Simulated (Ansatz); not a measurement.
Relaxation of ILiMgS (4 atoms, charge 0, multiplicity 1), to a largest force component of 0.015 eV/Å in at most 40 steps.

Theory: RKS BLYP-D4/def2-SVP in Ansatz 0.2.0.

```xyz
4
Properties=species:S:1:pos:R:3:forces:R:3
Li 0.293 -0.542 3.116 0.03 0.01 -0.16
S -0.488 -0.019 1.222 -0.24 0.11 -0.24
Mg 0.312 0.033 -0.904 0.37 -0.19 0.54
I 2.309 -0.358 -2.544 -0.17 0.07 -0.14
```

Where does it end, and by what steps?

The forces met the threshold. After 5 steps the energy has fallen by 0.223 eV; Mg3 moved furthest, 0.47 Å.

```csv
step,energy less start (eV),largest force component (eV/Å),accepted
0,0.0000,0.539,yes
1,-0.1392,0.285,yes
2,-0.1923,0.444,yes
3,-0.2224,0.048,yes
4,-0.2227,0.055,yes
5,-0.2229,0.011,yes
```

```xyz
4
Properties=species:S:1:pos:R:3
Li 0.286 -0.522 2.997
S -0.694 0.050 1.197
Mg 0.644 -0.112 -0.610
I 2.190 -0.300 -2.693
```

Time of the run: 68 s on 1 thread of Intel(R) Xeon(R) Processor @ 2.50GHz (Skylake/Cascade Lake), on a shared host, peak memory 0.15 GiB.
